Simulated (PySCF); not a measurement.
C2H6BF3S.
Geometry (PBE0-D3(BJ)/def2-TZVP, Å), atoms numbered from 1 in this order:
```
atom  x, y, z in Å
C1    -1.3237   -0.8488   -0.3977
S2     0.2166   -0.0351   -0.8136
C3     1.3666   -0.8927    0.2590
B4    -0.0173    1.7906    0.2969
F5    -1.0321    2.3981   -0.3596
F6    -0.3217    1.3509    1.5476
F7     1.2066    2.3537    0.1677
H8    -2.1113   -0.3181   -0.9316
H9    -1.2947   -1.8873   -0.7256
H10   -1.4997   -0.7805    0.6752
H11    1.0330   -0.8162    1.2934
H12    1.4553   -1.9336   -0.0496
H13    2.3288   -0.3940    0.1477
```

Method: PBE0-D3(BJ)/def2-TZVP geometry optimisation, gas phase (PySCF).

Masses are those of the commonest isotopes; rigid-rotor values at the optimised geometry. 

Q: What are A, B and C (MHz)?

A: Ia = 179.41, Ib = 297.20, Ic = 346.36 u·Å²; 505379 MHz·u·Å²/I gives A = 2817, B = 1700, C = 1459 MHz.

Q: What kind of rotor is it?

A: An asymmetric top. Ray's parameter κ = (2B − A − C)/(A − C) = -0.645; −1 is the prolate and +1 the oblate limit.

Q: Is it planar, by Δ = Ic − Ia − Ib?

A: Not planar: Δ = Ic − Ia − Ib = -130.25 u·Å². For a rigid frame Δ = −2 Σ m c², so Σ m c² = 65.12 u·Å² lies off the ab plane: 3.89 from hydrogen and 61.24 from heavier atoms. The atom farthest from that plane is 1.41 Å away.

Q: Predict some low-J microwave lines.

A: The dipole components are |μa| = 5.25 D, |μb| = 0.00 D, |μc| = 0.49 D; the mirror of this Cs structure is the ac plane, so μb vanishes by symmetry and there are no b-type lines. Intensities carry the squares of the components, which stand as 1.00 : 0.01 (a : c). Some lines, for components of 0.1 D or more:

```csv
type,branch,"J(Ka,Kc)",MHz,lower level (cm⁻¹)
a,Q,"2(1,1) ← 2(1,2)",724,0.345
c,Q,"2(1,2) ← 2(0,2)",910,0.315
c,Q,"1(1,1) ← 1(0,1)",1116,0.105
a,R,"1(0,1) ← 0(0,0)",3160,0.000
c,Q,"2(2,1) ← 2(1,1)",3349,0.370
c,R,"1(1,0) ← 0(0,0)",4517,0.000
a,R,"2(1,2) ← 1(1,1)",6078,0.143
a,R,"2(0,2) ← 1(0,1)",6284,0.105
a,R,"2(1,1) ← 1(1,0)",6561,0.151
c,R,"2(1,1) ← 1(0,1)",7918,0.105
c,R,"2(2,1) ← 1(1,1)",10151,0.143
```

Q: Estimate the classical rotational partition function at 50 K, 100 K and 298.15 K.

A: Point group Cs, symmetry number σ = 1; q = (√π/σ)·√((kT/h)³/(ABC)), k/h = 20836.6 MHz/K: 22500 at 50 K, 63800 at 100 K, 328000 at 298.15 K.

Not checked by PBE0-D3(BJ)/def2-TZVP frequencies. Constants of a rigid frame at the computed geometry: no zero-point averaging, no centrifugal distortion. A rigid rotor knows nothing of internal rotation, which can split or shift real lines. Quadrupole hyperfine structure (11B) is left out.

The run took 4.7 min wall on one thread of an Arm Neoverse V1 (shared host), and the process peaked at 1.3 GiB of memory. This is the geometry optimisation.
